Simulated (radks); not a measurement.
Ge+, configuration [Ar] 3d10 4s1 4p1 4d1 (not the ground configuration).

Calculated with a radial shooting solver on a logarithmic mesh with Libxc functionals: scalar-relativistic Kohn-Sham, Wu-Cohen GGA, spin-unpolarised, spherical densities, point nucleus.

Energy parts (eV):
total: -57073.296
kinetic: 58107.244
electron-nucleus: -137136.666
Hartree: 24094.453
exchange-correlation: -2138.327

Orbitals (lengths in bohr, moments of r in powers of bohr; r(90%) holds 90 % of the orbital's charge):
orbital	occ.	eigenvalue (eV)	r(90%)	<r^2>
1s	2	-10973.78	0.0840	0.002975
2s	2	-1386.164	0.325	0.05207
2p	6	-1213.671	0.300	0.04136
3s	2	-183.1218	0.934	0.4499
3p	6	-130.4077	0.995	0.4927
3d	10	-44.0997	1.24	0.6799
4s	1	-23.8057	2.90	4.363
4p	1	-14.5107	3.61	6.593
5s	0	-6.0088	7.34	29.00
4d	1	-4.6404	6.79	22.56
5p	0	-4.0134	9.25	45.82

The highest occupied level is 4d at -4.640 eV. The configuration is held as typed, so some empty levels lie below it. The density falls to 0.001 e/bohr^3 at r = 4.55 bohr.
